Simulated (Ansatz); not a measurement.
Calculated with Ansatz (gas phase, PBE0-D4/def2-TZVP geometries, no zero-point term in ΔE). CBS: MP2 limit from def2 TZ/QZ plus the TZ coupled-cluster correction, frozen cores. Functionals use def2-TZVPP. HSE06 is defined as in plane-wave codes. def2 core potentials past Kr. For I, Sn outer-core shells are correlated without core-valence functions, which leaves a few kJ/mol of doubt a bond.

`[I][SnH2][I]` + `[F][Sn]([Cl])([Cl])[Cl]` → `[F][SnH2][I]` + `[Cl][Sn]([Cl])([Cl])[I]`  (redistribution)

`[I][SnH2][I]`:

```xyz
5

I     1.093    2.282   -0.064
Sn    0.142   -0.215    0.002
I    -2.528   -0.117    0.043
H     0.623   -1.004   -1.425
H     0.669   -0.946    1.444
```

`[F][Sn]([Cl])([Cl])[Cl]`:

```xyz
5

F     0.118   -0.697    1.787
Sn    0.002   -0.011    0.028
Cl   -2.201    0.387   -0.403
Cl    1.225    1.911   -0.035
Cl    0.856   -1.590   -1.376
```

`[F][SnH2][I]`:

```xyz
5

F    -0.222    1.578   -0.978
Sn   -0.156    0.033    0.155
I     1.757   -1.516   -0.847
H     0.294    0.617    1.684
H    -1.672   -0.712   -0.014
```

`[Cl][Sn]([Cl])([Cl])[I]`:

Z-matrix (Å, degrees):
```
Sn
Cl 1 2.297
Cl 1 2.297 2 107.9
I 1 2.635 2 111.0 3 121.8
Cl 1 2.297 2 107.9 3 -116.5
```

| level | ΔE (kJ/mol) |
| --- | --- |
| LDA (SPW92) | -6.4 |
| PBE0-D4 | -5.4 |
| CAM-B3LYP-D4 | -6.9 |
| PBE-QIDH | -3.0 |
| r2SCANh | -4.6 |
| HSE06 | -3.9 |
| CCSD(T)/def2-TZVPP | -2.8 |
| MP2/def2-QZVPP | -5.8 |

Question: What does CCSD(T)/CBS give? (Best estimate.)

Answer: Ansatz gave: -4.5 kJ/mol. The listed levels differ from it by -1.9, -0.9, -2.4, 1.5, -0.1, 0.6, 1.7, -1.3 kJ/mol.

Largest T1 diagnostic among the species: 0.012.

Leaving LDA and LC-ωPBE aside and taking each functional with its dispersion term where it has one, the values, not all of them listed here, spread over 7.9 kJ/mol, from BLYP-D4 to PBE-QIDH. In def2-TZVPP, CCSD(T) changes the Hartree–Fock value by −3.1 kJ/mol (the triples alone add −0.5 kJ/mol) and MP2 by −5.2 kJ/mol.
